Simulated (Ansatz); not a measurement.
Born–Oppenheimer molecular dynamics of H₂Te (3 atoms, charge 0, multiplicity 1). It starts from a relaxed structure.

Level of theory: RKS r2SCAN-D4/def2-SVP in Ansatz 0.2.0.

| Quantity | Value |
| --- | --- |
| ensemble | NVE (velocity Verlet) |
| time step | 0.25 fs |
| steps asked | 250 |
| starting velocities drawn for | 50 K |
| masses | H 3.016 u |
| seed | 457663 |

First frame:

```xyz
3
Properties=species:S:1:pos:R:3
Te 0.583 -0.467 0.261
H 0.252 1.165 0.267
H -0.846 -0.762 -0.541
```

Q: How far do the bonds stretch over the last three quarters of this one trajectory? (Pairs bonded in most of those frames.)

A: 
| bond | mean (Å) | spread (Å) | shortest | longest |
| --- | --- | --- | --- | --- |
| Te1–H2 | 1.665 | 0.013 | 1.65 | 1.68 |
| Te1–H3 | 1.665 | 0.016 | 1.64 | 1.69 |

Mean temperature of the second half: 22 K. The conserved energy stayed within 0.0017 meV per atom of its start (net change 0.0013 meV per atom), so the integration is sound. The temperature averaged 0.45 of the 50 K drawn at the start: a run that starts near a minimum puts about half its kinetic energy into the potential. A run of 0.062 ps of so small a system gives no equilibrium averages.

Time of the run: 2.2 min on 1 thread of Arm Neoverse V2 (shared host), peak memory 0.08 GiB.
